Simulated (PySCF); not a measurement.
Scan of CH4B (anion, charge -1), singlet: twist about the double or partial double bond, both ends planar. Scanned: twist about the central bond. Other coordinates (C-B length, H-C-B angle, H-B-C angle, C-H length, B-H length) were minimised at PBE0/def2-TZVP.

The free coordinates were minimised at PBE0/def2-TZVP in PySCF; the energy column is CCSD(T) on UHF/aug-cc-pVDZ, 2 core orbitals frozen (PySCF 2.14.0), in eV.

```tsv
at / °	C-B length / Å	H-C-B angle / °	H-B-C angle / °	C-H length / Å	B-H length / Å	E
0	1.450	123.7	122.2	1.094	1.226	0.000
7.50	1.450	123.7	122.3	1.094	1.226	0.022
15	1.452	123.7	122.3	1.094	1.227	0.085
22.50	1.455	123.7	122.5	1.094	1.228	0.191
30	1.459	123.8	122.7	1.094	1.229	0.337
37.50	1.463	123.8	122.9	1.094	1.230	0.521
45	1.469	123.8	123.3	1.094	1.232	0.745
52.50	1.475	123.8	123.6	1.094	1.234	1.010
60	1.483	123.8	124.0	1.093	1.236	1.306
67.50	1.491	123.7	124.5	1.093	1.239	1.627
75	1.500	123.6	125.1	1.093	1.242	1.957
82.50	1.506	123.4	125.8	1.092	1.248	2.265
90	1.500	122.9	127.1	1.090	1.261	2.660
```

The unrestricted determinant behind CCSD(T) is spin-contaminated on part of the scan (<S²> up to 1.0, against 0.00 for the pure state). Near 90° the triplet can lie below this singlet.
